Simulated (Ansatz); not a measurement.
Ansatz results at the PBE0-D4/def2-TZVP geometry: LUMO energy (PBE/def2-TZVPP) -2.72 eV; LUMO energy (ωB97M-V/def2-TZVPP) -0.26 eV; HOMO–LUMO gap (B3LYP/def2-TZVPP) 4.41 eV.

Task: Which molecule gave them?
A. `[SiH3][SiH]1[CH2][AlH]1`
B. `C[C@H]1B[C@@H]1F`
C. `[AlH2][SiH]1C[SiH2]1`
D. `[SiH3][CH]1[AlH][SiH2]1`

Result: C. The others give `[SiH3][CH]1[AlH][SiH2]1`: -1.72, 0.79, 4.93; `[SiH3][SiH]1[CH2][AlH]1`: -2.70, -0.28, 3.76; `C[C@H]1B[C@@H]1F`: -2.71, 0.28, 5.35.

B3LYP here is the variant with VWN-RPA as its local correlation; programs differ in this.
